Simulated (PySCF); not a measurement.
# Worked example: oscillator strength and radiative lifetime

C₄H₆ClF, SMILES CC/C(Cl)=C\F.

Geometry optimised at r2SCAN-D4/def2-SVP. The structure was generated by enumeration; whether it is a known compound was not checked. The values are those of a single conformer.

PySCF with TDA-PBE/def2-SVPD puts the first singlet state with f over 0.02 at 6.01 eV (vertical), with the transition dipole (0.361, 0.197, -0.311) in atomic units.

Problem. Find the oscillator strength, the wavelength and the radiative lifetime that this transition would have in vacuum if emission retraced absorption.

Solution. 
|μ|² = 0.2659 au, so |μ| = 1.31 D. ΔE = 6.01/27.211 = 0.2209 hartree. f = (2/3) ΔE |μ|² = 0.039 (the program prints 0.039).
λ = 1239.84/6.01 = 206 nm; ν = 48474 cm⁻¹.
Einstein's coefficient A = 0.6670 ν² f s⁻¹ (ν in cm⁻¹) = 6.1e7 s⁻¹, so τ = 1/A = 16 ns. This state is S2; the lower singlet has f = 0.001. The figure is the radiative limit of this one transition; relaxation, internal conversion, crossing to triplets and a medium change what is measured.
